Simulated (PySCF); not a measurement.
Isomers of C4H5NSe, mass 146.959 u with the commonest isotopes. Level of theory: PBE0-D3(BJ)/def2-SVP geometry optimisation, gas phase (PySCF 2.14.0). One conformer each, none proved a minimum here; rigid rotors.

**Question.** Order these by dipole moment, largest first.
A. `NC1=C[Se]C=C1`
B. `[N:1]#[C:2][CH2:3][CH2:4][CH:5]=[Se:6]` with C2–C3–C4–C5 -62°, C3–C4–C5–Se6 -126°
C. `c1cc(n[se]1)C`

**Answer.** B (3.12 D), C (2.19 D), A (1.85 D).

**Question.** Order these by out-of-plane moment Σ m c² = (Ia + Ib − Ic)/2, largest first.
A. `[N:1]#[C:2][CH2:3][CH2:4][CH:5]=[Se:6]` with C2–C3–C4–C5 -62°, C3–C4–C5–Se6 -126°
B. `Nc1cc[se]c1`
C. `Cc1cc[se]n1`

**Answer.** A (11.65 u·Å²), C (1.59 u·Å²), B (0.25 u·Å²).

**Question.** Order these by radius of gyration √(Σ m r²/M), smallest first.
A. `c1c(c[se]c1)N`
B. `Cc1cc[se]n1`
C. `[N:1]#[C:2][CH2:3][CH2:4][CH:5]=[Se:6]` with C2–C3–C4–C5 -62°, C3–C4–C5–Se6 -126°

**Answer.** B (1.561 Å), A (1.596 Å), C (2.137 Å).

```tsv
SMILES	point group	Ia (u·Å²)	Ib (u·Å²)	Ic (u·Å²)	κ	μa (D)	μb (D)	μc (D)
Cc1cc[se]n1	Cs	80.79	279.00	356.61	-0.84	0.37	2.16	0.00
Nc1cc[se]c1	–	78.37	296.17	374.03	-0.86	1.54	0.01	1.02
N#CCCC=[Se]	C1	64.33	618.37	659.40	-0.99	0.43	3.08	0.18
```
